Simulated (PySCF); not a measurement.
**BeF at PBE0**

Computed with PBE0; basis Be pcseg-1, F pcseg-1; no relativity; PySCF 2.14.

- state: ²Σ⁺ (doublet), unpaired electrons σ ↑
- bond length: 1.392 Å
- harmonic wavenumber: 1213 cm⁻¹
- force constant: 5.30 mdyn/Å
- rotational constant Be: 1.422 cm⁻¹
- anharmonicity ωexe: 8.23 cm⁻¹
- vibration–rotation constant αe: 0.0164 cm⁻¹
- well depth De to Be + F: 5.75 eV
- dissociation energy D0: 5.67 eV
- bond order (Mayer): 0.89
- dipole moment (positive dipole means Be(−)F(+)): -1.33 D

The state was picked by a PBE0 search and need not be the measured ground state.
